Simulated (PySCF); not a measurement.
Dipole moment and polarisability of `Cc1ccc2cccc3c2c1CC3`

Species: C₁₃H₁₂.
Cartesian coordinates in Å at the PBE0-D3(BJ)/def2-SVP level; atoms count from 1:
```xyz
25
C13H12 angstrom
C      3.4440    0.4555   -0.7882
C      2.0533    0.9776   -0.5810
C      1.7879    2.3768   -0.5254
C      0.5249    2.9047   -0.3371
C     -0.5934    2.0447   -0.1864
C     -1.9524    2.4059    0.0128
C     -2.9171    1.4248    0.1374
C     -2.6081    0.0389    0.0756
C     -1.2990   -0.3404   -0.1155
C     -0.3157    0.6633   -0.2433
C      0.9725    0.1287   -0.4355
C      0.8786   -1.3772   -0.4430
C     -0.6293   -1.6899   -0.2261
H      3.5101   -0.1599   -1.7008
H      4.1744    1.2713   -0.8807
H      3.7609   -0.1864    0.0504
H      2.6333    3.0619   -0.6391
H      0.3858    3.9883   -0.3042
H     -2.2314    3.4614    0.0661
H     -3.9581    1.7213    0.2899
H     -3.4081   -0.6985    0.1805
H      1.2511   -1.7949   -1.3935
H      1.5067   -1.8206    0.3479
H     -0.7929   -2.2895    0.6838
H     -1.0481   -2.2758   -1.0600
```

Level: PBE0/def2-SVPD (PySCF), static field, nuclei fixed, core orbitals frozen in the response. The polarisability tensor in these axes (au):

```
x   201.97   1.16 -16.82
y     1.16 166.12   0.84
z   -16.82   0.84  87.13
```

**Question.** Diagonalise the tensor; give its mean and Δα, where Δα² is half the sum of the squared differences of the eigenvalues.

**Answer.** Principal values 84.70, 166.11 and 204.41 au; mean 151.74 au = 22.49 Å³ = 25.02 × 10⁻⁴⁰ C²·m²/J; Δα = 105.88 au (70 % of the mean).

**Question.** What is the dipole moment, and where does it point?

**Answer.** (0.62, -1.02, -0.10) D, 1.20 D in size, pointing from the negative to the positive side. Measured along this direction, the outermost atoms are H19 at the negative end and H23 and H22 at the positive end.

**Question.** What are the principal values of the traceless quadrupole moment, Θ = ½Σq(3rr − r²1), about the centre of nuclear charge?

**Answer.** -10.33, 4.60, 5.73 D·Å. The values depend on the origin, since the dipole doesn't vanish. The electronic extent ⟨r²⟩ about the same centre is 2189 bohr², a root-mean-square distance of 2.61 Å for the 90 electrons.

**Question.** How large is μ²/3kT at 500 K beside α?

**Answer.** In Gaussian units μ²/3kT = 6.93 Å³ against 22.49 Å³, a ratio of 0.31; the Debye molar polarisation (4π/3)N_A(α + μ²/3kT) is 74.2 cm³/mol, leaving out the vibrational part.

**Question.** Form Σ f/ω² (atomic units) for the 10 lowest TDDFT singlets, given as eV and f, and set it beside the mean polarisability, which is this sum over all singlets: 4.23, 0.0786; 4.42, 0.0126; 5.51, 0.0002; 5.66, 0.0014; 5.75, 1.1428; 6.06, 0.1844; 6.07, 0.0022; 6.14, 0.0194; 6.20, 0.0004; 6.24, 0.0083.

**Answer.** They add up to 33.63 au, 22.2 % of the 151.74 au; the largest single term is 25.56 au, from the state at 5.75 eV. Terms in order: 3.25, 0.48, 0.00, 0.03, 25.56, 3.72, 0.04, 0.38, 0.01, 0.16 au. Higher excitations give the rest. The strengths listed sum to 1.450.

**Question.** Refractivity n − 1 of an ideal gas of it at 273.15 K and 1 atm, from the electronic α?

**Answer.** N = p/kT = 2.6868 × 10¹⁹ cm⁻³, so n − 1 = 2π × N × 22.49 × 10⁻²⁴ cm³ = 3796 × 10⁻⁶ at long wavelengths, for an ideal gas.

Isolated species at its PBE0-D3(BJ)/def2-SVP geometry, gas phase.
